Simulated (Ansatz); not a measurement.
Ansatz (a program for electronic structure) input (RPA@PBE/cc-pV(T+d)Z):
A basis named .json is the Basis Set Exchange file of that set.

Ansatz 0.2 input:
```yaml
crystal:
  periodic: [false, false, false]
  atoms:
    - {symbol: Si, position_ang: [-0.14124628, -0.04316314, 0.01324788]}
    - {symbol: F, position_ang: [0.07521800, 1.19513616, 1.07411951]}
    - {symbol: F, position_ang: [0.00151277, 0.65581140, -1.46889415]}
    - {symbol: C, position_ang: [-1.63405955, -0.89760741, 0.23772607]}
    - {symbol: C, position_ang: [1.57983591, -0.84619144, 0.13367204]}
    - {symbol: H, position_ang: [-2.05704319, -1.06640427, 1.22301989]}
    - {symbol: H, position_ang: [-2.10899159, -1.44652734, -0.56932901]}
    - {symbol: H, position_ang: [1.71629914, -1.28924196, 1.12448595]}
    - {symbol: H, position_ang: [1.66636991, -1.65459011, -0.59819656]}
    - {symbol: H, position_ang: [2.39557857, -0.13468734, -0.04086744]}
basis:
  gaussian:
    orbitals: cc-pV_T+d_Z.json
hamiltonian:
  xc: pbe
total_charge: -1
magnetization: {spin_polarized: false}
correlation: {method: rpa, electrons: outside_noble_gas}
```

Output:

```
Functional definition: PBE
integrals: 0.41 GiB planned
1333 factors; integrals over basis functions are off by at most 1.1e-3 eV
0.30 GiB of the device are held for the grids
1.24 GiB of device memory are held for the factors and their scratch space
mean field: 1.53 GiB planned
mean field evaluation 1: about -15447.2931 eV, gradient 7.8e1 eV
mean field evaluation 2: about -15447.2877 eV, gradient 7.8e1 eV
mean field evaluation 4: about -15460.0220 eV, gradient 2.9e1 eV
mean field evaluation 8: about -15461.7938 eV, gradient 3.9e-1 eV
mean field evaluation 16: about -15461.7931 eV, gradient 4.3e-5 eV
mean field -15461.79310858 eV, -568.2104163604 hartree, gradient 1.7e-6 eV, S^2 0.000000; 0 other end points of the search recorded, 0 dependent functions left out
9 core orbitals not correlated
reference -15419.14406308 eV, -566.6430928470 hartree; 16, 16 occupied and 204, 204 virtual orbitals, 1333 factors
Total energy: -15461.57614121 eV, -568.2024429566 hartree
```

It need not be the lowest isomer of its formula. Whether it binds its extra electron was not tested at this geometry.
